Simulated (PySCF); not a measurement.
# How methods differ on the ionisation energy of Sb

Sb [Kr] 4d10 5s2 5p3 (4S) → Sb⁺ [Kr] 4d10 5s2 5p2 (3P), as a difference of total energies. All numbers are calculated (PySCF 2.14, scalar relativity through the core potential, in def2-SVP with the def2 core potential (28 electrons)). Correlated levels: valence: 4s2 4p6 4d10 frozen. The calculations carry no spin-orbit coupling.

Order these methods by the ionisation energy they give, lowest first.
A. MP2 (valence)
B. B3LYP
C. UHF
D. CCSD (valence)

C (8.595 eV), D (8.841 eV), A (8.879 eV), B (8.934 eV).

Errors of the correlated levels include the incompleteness of this basis and the frozen core.

For comparison: 9.124 eV (measured; NIST levels, between the centres of gravity of the two terms).
